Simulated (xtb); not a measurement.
C9H6N4, SMILES C1C=NC2N3C(C=CN=2)=CC=NC=13. All values are semi-empirical tight-binding results from xtb (GFN2-xTB unless named), good for trends rather than for accurate numbers. Coordinates come from a GFN2-xTB optimisation.

```json
{
  "point_group_as_xtb_finds_it": "Cs",
  "orbital_gap": "1.85 eV",
  "dipole_moment": "3.55 D",
  "zero_point_energy": "84.7 kcal/mol",
  "G − E(el) at 298.15 K (modified RRHO)": "63.4 kcal/mol",
  "static polarisability (D4 model)": "121.0 bohr³",
  "solvation energy, GFN2-xTB/ALPB(water)": "-7.4 kcal/mol",
  "solvation energy, GFN2-xTB/ALPB(methanol)": "-10.6 kcal/mol"
}
```

Q: Give the IR lines (harmonic; lines under 4 % of the strongest left out, lines within 3 cm⁻¹ merged). (The exact figures need the calculation; the answer reports its results.)

A: ν (cm⁻¹): 759 (w), 815 (w), 1077 (w), 1342 (w), 1550 (w), 1559 (w), 1580 (vs), 1598 (vs), 3068 (w) (against the strongest line: vs over 80 %, s over 45 %, m over 15 %, w over 4 %, vw less)
